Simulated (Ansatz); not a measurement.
Cartesian coordinates (Å):
```xyz
10

B      0.3529     1.6036     0.0479
C      0.2749     0.2161    -0.0372
C     -1.1296    -0.3435     0.0269
N      1.2673    -0.7694    -0.2536
H      0.3225     2.7726     0.0371
H     -1.3503    -0.9047    -0.8859
H     -1.8851     0.4366     0.1402
H     -1.2337    -1.0217     0.8818
H      2.2124    -0.4199    -0.1826
H      1.1597    -1.5634     0.3678
```
Charge +1, spin multiplicity 2.

Computed with frozen-core CCSD(T)/cc-pVTZ // B3LYP-D3(BJ)/def2-TZVP (Ansatz, a program for electronic structure). The geometry is that of the parent before the electron was removed.

```yaml
HF energy: -158.09904 Ha
MP2 correlation energy: -0.60087 Ha
```

**Question.** Estimate the CCSD correlation energy, the (T) correction, the total energy and the T1 diagnostic.

**Answer.** 
The CCSD correlation energy comes out as -0.64052 Ha and the (T) correction is -0.02665 Ha. The CCSD(T) total energy comes out as -158.76621 Ha and the T1 diagnostic comes out as 0.022.
